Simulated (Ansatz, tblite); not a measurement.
Forces on InSi₁₉H₂₈⁻, a doped nanocrystal cut from the lattice of silicon (In on an inner site) at its r2SCAN-D4/def2-SVP geometry. Charge -1, multiplicity 1.

In the def2 sets In takes a core potential; there is no spin–orbit coupling. The xTB rows come from tblite. Single mean-field runs in def2-SVP are fitted with def2-universal-jkfit.

GFN1-xTB (tblite), largest force 1.22 eV/Å:

```xyz
48
positions Å, forces eV/Å
Si    0.395    2.723    3.576    0.028    0.094    0.339
Si   -3.448    2.138   -2.189   -0.334    0.092    0.002
Si    0.022   -0.250   -3.936   -0.033   -0.015   -0.364
Si    3.238    0.609    2.020    0.466    0.017    0.271
Si    2.954   -0.775   -1.657    0.531   -0.120   -0.232
In    0.089    1.651   -0.279    0.097    0.669   -0.191
Si   -2.225   -0.108    2.554   -0.208   -0.070    0.415
Si   -2.378   -1.493   -0.966   -0.505   -0.374   -0.125
Si    0.668   -2.186    1.169    0.097   -0.496    0.371
Si    0.440   -3.622   -2.371    0.039   -0.269   -0.134
Si   -1.947    3.190   -0.717   -0.760    0.518   -0.363
Si    1.684    2.333    1.651    0.687    0.539    0.849
Si   -0.961    0.919    4.258   -0.102    0.073    0.101
Si    1.393    0.837   -2.370    0.524   -0.146   -1.059
Si   -4.129    0.007   -1.452   -0.199   -0.020   -0.055
Si   -1.181   -2.011   -2.932   -0.134   -0.253   -0.310
Si    4.363    0.135    0.001    0.291    0.014   -0.031
Si    2.294   -1.439    2.698    0.056   -0.118    0.254
Si    1.898   -2.693   -0.777    0.192   -0.426   -0.099
Si   -0.945   -0.566    0.646   -0.538   -0.828    0.421
H     1.198    3.146    4.777   -0.397    0.056   -0.425
H    -0.542    3.863    3.288    0.384   -0.274    0.256
H    -4.703    2.934   -2.434    0.481   -0.269   -0.142
H    -2.808    1.961   -3.535   -0.381    0.205    0.442
H     0.812   -0.879   -5.054   -0.404    0.358    0.247
H    -0.933    0.704   -4.590    0.464   -0.392    0.011
H     4.289    0.969    3.039   -0.290   -0.095   -0.284
H     3.840   -1.257   -2.777   -0.243    0.136    0.312
H    -3.317    0.858    2.191    0.246   -0.457    0.183
H    -2.903   -1.309    3.155    0.048    0.531   -0.270
H    -3.020   -2.784   -0.526    0.182    0.368   -0.126
H     0.081   -3.475    1.684    0.163    0.382   -0.151
H     1.197   -4.044   -3.599   -0.333   -0.085    0.464
H    -0.206   -4.858   -1.811    0.317    0.308   -0.373
H    -1.639    4.534   -1.323   -0.282   -0.215    0.376
H    -2.742    3.490    0.525    0.193    0.199   -0.459
H     2.514    3.576    1.452   -0.135   -0.264    0.107
H    -1.904    1.429    5.315    0.416   -0.287   -0.218
H    -0.111   -0.114    4.935   -0.442    0.435   -0.046
H     2.193    1.865   -3.130   -0.143   -0.268    0.120
H    -5.024   -0.608   -2.493    0.149    0.232    0.500
H    -4.974    0.173   -0.221    0.110   -0.102   -0.549
H    -2.123   -2.611   -3.942    0.259    0.192    0.268
H     5.007    1.386   -0.530   -0.012   -0.522    0.210
H     5.481   -0.831    0.283   -0.251    0.505   -0.178
H     3.397   -2.462    2.732   -0.415    0.345    0.202
H     1.761   -1.354    4.097    0.400   -0.205   -0.438
H     2.958   -3.706   -0.433   -0.279    0.301   -0.098
```

PBE-D4/def2-SVP (Ansatz), largest force 0.19 eV/Å:

```
Si 0.022 -0.130 -0.081
Si 0.068 -0.052 0.127
Si 0.015 -0.032 0.171
Si -0.102 -0.022 -0.089
Si -0.096 0.032 0.093
In 0.000 -0.003 -0.021
Si 0.153 0.016 -0.043
Si 0.082 0.112 -0.032
Si 0.030 0.129 -0.065
Si -0.008 0.157 0.061
Si 0.053 -0.138 -0.035
Si -0.091 -0.139 -0.003
Si 0.024 0.038 -0.168
Si -0.073 -0.099 0.104
Si 0.163 0.033 -0.006
Si 0.082 0.068 0.113
Si -0.170 -0.036 0.024
Si -0.070 0.097 -0.145
Si -0.098 0.121 -0.019
Si 0.045 0.018 -0.016
H 0.091 0.041 0.141
H -0.108 0.127 -0.032
H -0.152 0.086 -0.025
H 0.085 -0.030 -0.148
H 0.087 -0.077 -0.128
H -0.127 0.124 -0.068
H 0.114 0.040 0.112
H 0.096 -0.054 -0.122
H -0.124 0.112 -0.055
H -0.079 -0.136 0.066
H -0.070 -0.140 0.040
H -0.062 -0.141 0.058
H 0.088 -0.050 -0.141
H -0.075 -0.145 0.068
H 0.024 0.152 -0.071
H -0.086 0.026 0.141
H 0.098 0.136 -0.011
H -0.110 0.061 0.123
H 0.114 -0.131 0.074
H 0.094 0.106 -0.090
H -0.102 -0.072 -0.120
H -0.094 0.023 0.147
H -0.104 -0.063 -0.113
H 0.073 0.144 -0.059
H 0.129 -0.110 0.031
H 0.127 -0.113 0.002
H -0.075 0.024 0.171
H 0.117 -0.106 0.039
```

PBE0-D4/def2-SVP (Ansatz), largest force 0.07 eV/Å:

```
Si -0.001 -0.018 -0.013
Si 0.020 -0.020 0.006
Si -0.011 -0.010 0.048
Si -0.024 -0.016 -0.029
Si -0.031 -0.009 0.032
In -0.006 -0.032 -0.008
Si 0.031 0.012 -0.024
Si 0.039 0.032 -0.012
Si 0.013 0.040 -0.041
Si -0.001 0.045 0.020
Si 0.020 -0.030 0.003
Si -0.037 -0.057 -0.011
Si 0.020 -0.003 -0.043
Si -0.010 -0.044 0.048
Si 0.041 -0.003 0.014
Si 0.028 0.016 0.049
Si -0.046 -0.011 0.003
Si -0.034 0.031 -0.043
Si -0.034 0.052 0.004
Si 0.029 -0.002 -0.009
H 0.000 -0.020 -0.010
H 0.002 -0.010 -0.004
H 0.004 -0.010 0.016
H 0.013 -0.010 0.012
H -0.001 -0.004 0.017
H -0.008 0.008 0.016
H -0.021 -0.002 -0.016
H -0.017 0.009 0.014
H 0.007 0.002 -0.016
H 0.014 0.007 -0.012
H 0.014 0.022 -0.009
H 0.006 0.024 -0.006
H -0.001 0.010 0.008
H 0.001 0.011 0.006
H -0.010 -0.012 -0.005
H 0.005 -0.016 0.001
H -0.005 -0.016 0.011
H 0.002 0.003 -0.012
H 0.014 -0.009 -0.009
H -0.006 -0.019 0.005
H 0.013 0.003 0.000
H 0.011 0.005 0.005
H 0.012 0.013 0.012
H -0.012 -0.005 0.005
H -0.012 0.000 0.000
H -0.004 0.011 -0.011
H -0.012 0.016 -0.006
H -0.013 0.019 -0.002
```
